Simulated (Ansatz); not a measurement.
Program: Ansatz 0.2.0.

A structure relaxed at PBE0-D4/def2-TZVP, charge 0, multiplicity 1:

Cartesian coordinates in Å:
```
O -0.423 0.949 1.196
Mo 0.061 0.010 -0.297
F 1.848 0.346 -0.051
F -1.680 -0.290 -0.794
Cl 0.658 -1.648 -1.714
Cl 0.041 1.769 -1.714
Cl 0.041 -1.731 1.287
H -0.547 0.594 2.086
```

(1) Give its formula and SMILES.

(2) Point group (tolerance 0.08 Å, 0.16 Å for H)?

(3) Summarise the bond lengths by kind.

## Answers

(1) Cl3F2HMoO, `[OH][Mo]([F])([F])([Cl])([Cl])[Cl]`.

(2) Cs.

(3) 1 × Mo–O 1.829 Å; 1 × H–O 0.966 Å; 2 × F–Mo 1.835 Å; 3 × Cl–Mo 2.259 to 2.354 Å.
